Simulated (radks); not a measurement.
Values are calculated unless marked as measured or tabulated.
Question: Hg2+, 78 electrons, occupied as [Kr] 4d10 4f14 5s1.5 5p6 5d10 6p0.5 (fractional occupations, a model configuration). Code: a radial shooting solver on a logarithmic mesh with Libxc functionals. Model: scalar-relativistic Kohn-Sham, HCTH/407, spin-unpolarised, spherical densities, finite nucleus; Fermi nuclear charge, rms radius 5.4648 fm. Some entries of the table are withheld. Estimate them.

| orbital | occ. | eigenvalue (hartree) | r(max) (bohr) | <1/r> (bohr^-1) |
|---|---|---|---|---|
| 1s | 2 | -3055.332 | 0.01023 | 97.48 |
| 2s | 2 | -542.7315 | 0.05917 | 22.88 |
| 2p | 6 | (1) | (2) | 20.28 |
| 3s | 2 | -129.5695 | 0.1668 | (3) |
| 3p | 6 | -108.1073 | 0.1663 | 7.723 |
| 3d | 10 | -85.47957 | 0.1354 | 7.265 |
| 4s | 2 | -29.22227 | 0.3756 | 3.645 |
| 4p | 6 | -22.17485 | 0.3956 | 3.288 |
| 4d | 10 | -13.79767 | 0.4023 | 2.953 |
| 5s | 1.5 | -5.23060 | 0.8257 | 1.512 |
| 4f | 14 | -4.49182 | 0.3655 | 2.544 |
| 5p | 6 | -3.31973 | 0.9247 | 1.290 |
| 5d | 10 | -1.18096 | 1.142 | 0.9377 |
| 6s | 0 | -0.90890 | 2.031 | 0.5464 |
| 6p | 0.5 | -0.58669 | 2.621 | 0.4119 |

Answer: 
(1) 2p eigenvalue (hartree): -468.5184
(2) 2p r(max) (bohr): 0.04906
(3) 3s <1/r> (bohr^-1): 8.485
